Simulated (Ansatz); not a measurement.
Reaction (substitution at a C–O bond): `FCOC(F)[SiH3]` + H₂Te → `FC([SiH3])[TeH]` + `OCF`

Program: Ansatz. Geometries: PBE0-D4/def2-TZVP. ΔE: electronic, gas phase. CCSD(T)/CBS is the MP2 limit (def2-TZVPP, def2-QZVPP) plus CCSD(T) − MP2 in def2-TZVPP, frozen cores. DFT in def2-TZVPP. def2 core potentials past Kr. For Te outer-core shells are correlated without core-valence functions, which leaves a few kJ/mol of doubt a bond. Each species was taken in one conformer, which may not be the lowest.

```
          level  ΔE (kJ/mol)
           PBE0        -12.6
CCSD/def2-TZVPP         -6.7
```

Question: What does CCSD(T)/CBS give? (Estimate.)

Answer: Ansatz gave: -20.2 kJ/mol. The listed levels differ from it by 7.6, 13.5 kJ/mol.

Largest T1 diagnostic among the species: 0.012.

The D4 term adds −4.3 kJ/mol with B3LYP and −1.9 kJ/mol with PBE0; it sums over pairs of atoms, weighted by their polarisabilities, and B3LYP, whose exchange is more repulsive, gets the larger term. From PBE to PBE0 (25 % exact exchange), in def2-TZVPP and without D4, ΔE moves by +4.4 kJ/mol. In def2-TZVPP, CCSD(T) changes the Hartree–Fock value by −20.3 kJ/mol (the triples alone add −3.3 kJ/mol) and MP2 by −31.0 kJ/mol.

B3LYP here is the variant with VWN-RPA as its local correlation; programs differ in this.
